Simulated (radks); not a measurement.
Charge is removed step by step from the 1s up level of H, starting from 1s(up 1, down 0). All-electron calculation, non-relativistic Kohn-Sham, TPSS, spin-polarised, spherical densities, point nucleus; meta-GGA in the generalised Kohn-Sham scheme. Program: a radial shooting solver on a logarithmic mesh with Libxc functionals.

[
 {"removed (e)": "0", "E - E(0) (eV)": "0.000", "eigenvalue (eV)": "-7.776"},
 {"removed (e)": "0.1", "E - E(0) (eV)": "0.837", "eigenvalue (eV)": "-8.977"},
 {"removed (e)": "0.2", "E - E(0) (eV)": "1.796", "eigenvalue (eV)": "-10.205"},
 {"removed (e)": "0.3", "E - E(0) (eV)": "2.879", "eigenvalue (eV)": "-11.450"},
 {"removed (e)": "0.4", "E - E(0) (eV)": "4.086", "eigenvalue (eV)": "-12.699"},
 {"removed (e)": "0.5", "E - E(0) (eV)": "5.418", "eigenvalue (eV)": "-13.935"},
 {"removed (e)": "0.6", "E - E(0) (eV)": "6.872", "eigenvalue (eV)": "-15.131"},
 {"removed (e)": "0.7", "E - E(0) (eV)": "8.442", "eigenvalue (eV)": "-16.243"},
 {"removed (e)": "0.8", "E - E(0) (eV)": "10.115", "eigenvalue (eV)": "-17.190"},
 {"removed (e)": "0.9", "E - E(0) (eV)": "11.868", "eigenvalue (eV)": "-17.764"}
]

The mean slope of the eigenvalue, de/dn, is 11.1 eV per electron.
